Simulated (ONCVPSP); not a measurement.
# Transferability test, ONCV potential for cerium (Ce)

ONCVPSP 4.0.1 input, shortened (lines: element, Z, core and valence counts, functional; n l f; lmax; l rc ep ncon nbas qcut; lloc lpopt rc5 dvloc0; l nproj debl; icmod fcfact rcfact), PBE, scalar-relativistic:

```
  Ce 58.00   10    4        4      upf
    1    0    2.00
    2    0    2.00
    2    1    6.00
    3    0    2.00
    3    1    6.00
    3    2   10.00
    4    0    2.00
    4    1    6.00
    4    2   10.00
    4    3    1.00
    5    0    2.00
    5    1    6.00
    5    2    1.00
    6    0    2.00
    2
    0    2.25    0.00    4    7    5.10
    1    2.80    0.00    4    7    6.20
    2    4.00    0.00    3    6    3.90
    4    5    1.95    0.00
    0    2    1.30
    1    2    1.10
    2    3    1.30
    0    0.00    0.00
```

Energies are relative to the spin-unpolarised reference configuration 5s2 5p6 5d1 6s2; without spin polarisation the order of configurations can differ from experiment.

```json
{"valence configuration": "5s2 5p6 5d1 6s0", "charge": "+2", "ΔE all-electron (eV)": "17.151", "error AE − PS (meV)": "-7.3"}
{"valence configuration": "5s2 5p6 5d1 6s1 6p1", "charge": "0", "ΔE all-electron (eV)": "2.450", "error AE − PS (meV)": "-0.3"}
```

(1) What are ΔE and the potential's error for 5s2 5p6 5d0 6s0?

(2) What are ΔE and the potential's error for 5s2 5p6 5d1 6s1?

Note: no bound ghost flagged; GHOST(+) flagged for s at 121.1 eV.

## Answers

(1) ΔE = 36.330 eV all-electron; the error (AE − PS) is +39 meV.

(2) ΔE = 6.070 eV all-electron; the error (AE − PS) is -1.5 meV.
